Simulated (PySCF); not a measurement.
## Potential energy of GeAs⁺ along the bond

Set-up: Ge def2-TZVPPD, As def2-TZVPPD; no relativity (PySCF 2.14). Energies in eV from Ge⁺ + As in their ground configurations at the same level. State: ³Σ⁻ (triplet), unpaired electrons π ↑↑.

All columns are PBE0. A positive dipole points towards As; it is taken about the centre of mass and depends on that origin.

```json
{"R (Å)": "2.074", "E (eV)": "-1.790", "μ (D)": "-0.36", "Mulliken charge on Ge (basis-dependent)": "0.69", "HOMO (eV)": "-12.95", "LUMO (eV)": "-11.06", "Mayer bond order": "1.53", "⟨S²⟩": "2.00"}
{"R (Å)": "2.171", "E (eV)": "-2.334", "μ (D)": "-0.67", "Mulliken charge on Ge (basis-dependent)": "0.74", "HOMO (eV)": "-12.92", "LUMO (eV)": "-10.74", "Mayer bond order": "1.53", "⟨S²⟩": "2.00"}
{"R (Å)": "2.267", "E (eV)": "-2.630", "μ (D)": "-0.99", "Mulliken charge on Ge (basis-dependent)": "0.77", "HOMO (eV)": "-12.87", "LUMO (eV)": "-10.46", "Mayer bond order": "1.54", "⟨S²⟩": "2.00"}
{"R (Å)": "2.340", "E (eV)": "-2.732", "μ (D)": "-1.23", "Mulliken charge on Ge (basis-dependent)": "0.78", "HOMO (eV)": "-12.81", "LUMO (eV)": "-10.27", "Mayer bond order": "1.55", "⟨S²⟩": "2.00"}
{"R (Å)": "2.412", "E (eV)": "-2.758", "μ (D)": "-1.47", "Mulliken charge on Ge (basis-dependent)": "0.78", "HOMO (eV)": "-12.75", "LUMO (eV)": "-10.10", "Mayer bond order": "1.55", "⟨S²⟩": "2.01"}
{"R (Å)": "2.484", "E (eV)": "-2.725", "μ (D)": "-1.71", "Mulliken charge on Ge (basis-dependent)": "0.78", "HOMO (eV)": "-12.67", "LUMO (eV)": "-9.95", "Mayer bond order": "1.55", "⟨S²⟩": "2.01"}
{"R (Å)": "2.581", "E (eV)": "-2.615", "μ (D)": "-2.02", "Mulliken charge on Ge (basis-dependent)": "0.78", "HOMO (eV)": "-12.56", "LUMO (eV)": "-9.77", "Mayer bond order": "1.55", "⟨S²⟩": "2.01"}
{"R (Å)": "2.701", "E (eV)": "-2.406", "μ (D)": "-2.39", "Mulliken charge on Ge (basis-dependent)": "0.77", "HOMO (eV)": "-12.40", "LUMO (eV)": "-9.60", "Mayer bond order": "1.54", "⟨S²⟩": "2.01"}
{"R (Å)": "2.846", "E (eV)": "-2.095", "μ (D)": "-2.82", "Mulliken charge on Ge (basis-dependent)": "0.76", "HOMO (eV)": "-12.20", "LUMO (eV)": "-9.46", "Mayer bond order": "1.49", "⟨S²⟩": "2.01"}
{"R (Å)": "3.039", "E (eV)": "-1.655", "μ (D)": "-3.33", "Mulliken charge on Ge (basis-dependent)": "0.75", "HOMO (eV)": "-11.94", "LUMO (eV)": "-9.40", "Mayer bond order": "1.36", "⟨S²⟩": "2.04"}
```

A fit through these points gives, at Re = 2.405 Å, μ = -1.45 D and dμ/dR = -3.30 D/Å; the reduced mass is 37.21 u.

Task: How strong is the fundamental in the double-harmonic approximation, I = 42.26·(dμ/dR)²/μred km/mol?

Result: I = 42.26·(-3.30)²/37.21 = 12.4 km/mol at PBE0.

Spin–orbit coupling is left out. For an ion De counts to the pair picked by the measured ionisation energies or electron affinities, which need not be the lowest pair at this level. The state is the lowest determinant that a PBE0 search found; another state may lie lower at other levels.
